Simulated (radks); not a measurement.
Spin polarisation of the 3d6 shell in Co3+. Start: [Ar] 3d(up 3, down 3); electrons of 3d are moved from spin down to spin up, other shells keep equal spins. Method: scalar-relativistic Kohn-Sham, LDA (Slater exchange, Perdew-Wang correlation), spin-polarised, spherical densities, finite nucleus; Fermi nuclear charge, rms radius of each element as measured or else 0.836 A^(1/3) + 0.57 fm; computed with a radial shooting solver on a logarithmic mesh with Libxc functionals.

| moment (Bohr magnetons) | E - E(0) (eV) | e(3d up) (eV) | e(3d down) (eV) | 3p down minus up (eV) | 3s down minus up (eV) | 2p down minus up (eV) |
|---|---|---|---|---|---|---|
| 0 | 0.000 | -45.481 | -45.481 | 0.000 | 0.000 | 0.000 |
| 1 | -0.267 | -45.986 | -44.917 | 1.134 | 1.164 | 0.469 |
| 2 | -1.069 | -46.432 | -44.292 | 2.272 | 2.330 | 0.938 |
| 3 | -2.408 | -46.820 | -43.603 | 3.415 | 3.501 | 1.404 |
| 4 | -4.287 | -47.149 | -42.847 | 4.566 | 4.681 | 1.868 |

At moment 4 the spin-polarisation energy is -4.287 eV and the 3d exchange splitting 4.302 eV, that is 1.075 eV per Bohr magneton; E = -I m^2/4 would give I = 1.072 eV.
